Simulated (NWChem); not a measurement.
System: C$_{5}$H$_{9}$O, doublet; SMILES C[CH]CC(C)=O

Here is an NWChem input.

```
start job
memory heap 200 mb stack 900 mb global 1100 mb
geometry units angstroms noautosym nocenter noautoz
  C      0.349176    -2.331141    -0.271431
  C     -0.676418    -1.262354    -0.179026
  C     -0.619513    -0.149464     0.811696
  C     -0.086810     1.125327     0.149011
  C      1.410671     1.230850    -0.004653
  O     -0.836384     1.982556    -0.248412
  H     -0.063860    -3.250133    -0.716683
  H      1.210870    -2.045587    -0.910808
  H      0.765283    -2.586458     0.717359
  H     -1.418010    -1.172359    -0.979737
  H      0.022096    -0.424073     1.666122
  H     -1.626886     0.098785     1.183190
  H      1.660990     2.091951    -0.637011
  H      1.834111     0.309312    -0.432415
  H      1.871864     1.363519     0.988027
end
basis spherical
  * library def2-tzvp
end
dft
  odft
  mult 2
  xc hfexch
  iterations 150
  semidirect filesize 400000000
end
property
  efieldgrad
end
task dft property
```

Parts of the log:

```
             Northwest Computational Chemistry Package (NWChem) 7.3.0
             --------------------------------------------------------

                             Geometry "geometry" -> ""
                             -------------------------

 Output coordinates in angstroms (scale by  1.889725989 to convert to a.u.)

  No.       Tag          Charge          X              Y              Z
 ---- ---------------- ---------- -------------- -------------- --------------
    1 C                    6.0000     0.34917600    -2.33114100    -0.27143100
    2 C                    6.0000    -0.67641800    -1.26235400    -0.17902600
    3 C                    6.0000    -0.61951300    -0.14946400     0.81169600
    4 C                    6.0000    -0.08681000     1.12532700     0.14901100
    5 C                    6.0000     1.41067100     1.23085000    -0.00465300
    6 O                    8.0000    -0.83638400     1.98255600    -0.24841200
    7 H                    1.0000    -0.06386000    -3.25013300    -0.71668300
    8 H                    1.0000     1.21087000    -2.04558700    -0.91080800
    9 H                    1.0000     0.76528300    -2.58645800     0.71735900
   10 H                    1.0000    -1.41801000    -1.17235900    -0.97973700
   11 H                    1.0000     0.02209600    -0.42407300     1.66612200
   12 H                    1.0000    -1.62688600     0.09878500     1.18319000
   13 H                    1.0000     1.66099000     2.09195100    -0.63701100
   14 H                    1.0000     1.83411100     0.30931200    -0.43241500
   15 H                    1.0000     1.87186400     1.36351900     0.98802700

 Effective nuclear repulsion energy (a.u.)     228.7710708478

  xc_inp: hfexch multiplicative factor not found.
                              NWChem Property Module
                              ----------------------

  itol2e modified to match energy
  convergence criterion.

                                 NWChem DFT Module
                                 -----------------

[...]

          -----------------------
          Electric field gradient
          -----------------------

 1 a.u. = 0.324123 10**(16) esu/cm**3  ( or statvolts/cm**2 ) = 0.97174 10**(22) v/m**2

 ------------------------------------------------------------
   Atom      X         Y         Z
 ------------------------------------------------------------
    1 C    0.65985  -4.40522  -0.51293
 ------------------------------------------------------------

 Electric field gradient in molecular frame (a.u.)
         XX             YY             ZZ             XY             XZ             YZ
 ------------------------------------------------------------------------------------------
       -0.011066       0.004717       0.006349       0.005164       0.011735       0.019626

 Principal components (a.u.) and orientation
 of principal axis w.r.t. absolute frame                      Asymmetry parameter eta
 --------------------------------------------------------------------------------------
        0.028850      -0.018642      -0.010209                       0.292309

        0.291741       0.704147      -0.647352
        0.640273       0.359029       0.679079
        0.710590      -0.612597      -0.346103

 ------------------------------------------------------------
   Atom      X         Y         Z
 ------------------------------------------------------------
    2 C   -1.27824  -2.38550  -0.33831
 ------------------------------------------------------------

 Electric field gradient in molecular frame (a.u.)
         XX             YY             ZZ             XY             XZ             YZ
 ------------------------------------------------------------------------------------------
        0.012391      -0.013085       0.000694      -0.062236       0.045147       0.026775

 Principal components (a.u.) and orientation
 of principal axis w.r.t. absolute frame                      Asymmetry parameter eta
 --------------------------------------------------------------------------------------
       -0.090995       0.069604       0.021390                       0.529856

        0.596709       0.802068       0.025011
        0.642084      -0.495918       0.584631
       -0.481317       0.332795       0.810914

 ------------------------------------------------------------
   Atom      X         Y         Z
 ------------------------------------------------------------
    3 C   -1.17071  -0.28245   1.53388
 ------------------------------------------------------------

 Electric field gradient in molecular frame (a.u.)
         XX             YY             ZZ             XY             XZ             YZ
 ------------------------------------------------------------------------------------------
        0.031088       0.002806      -0.033894      -0.051388       0.006269       0.024944

 Principal components (a.u.) and orientation
 of principal axis w.r.t. absolute frame                      Asymmetry parameter eta
 --------------------------------------------------------------------------------------
        0.071272      -0.059174      -0.012098                       0.660503

        0.777728       0.392207       0.491236
       -0.620465       0.604299       0.499846
       -0.100811      -0.693539       0.713331

 ------------------------------------------------------------
   Atom      X         Y         Z
 ------------------------------------------------------------
    4 C   -0.16405   2.12656   0.28159
 ------------------------------------------------------------

[...]
```

Level: UHF/def2-TZVP. The geometry was optimised at PBE0/def2-SVP, spin-unrestricted. No frequency run checked for a minimum. No stability test was run on the SCF state. NWChem prints the field gradient with the sign opposite to the second derivative of the potential.
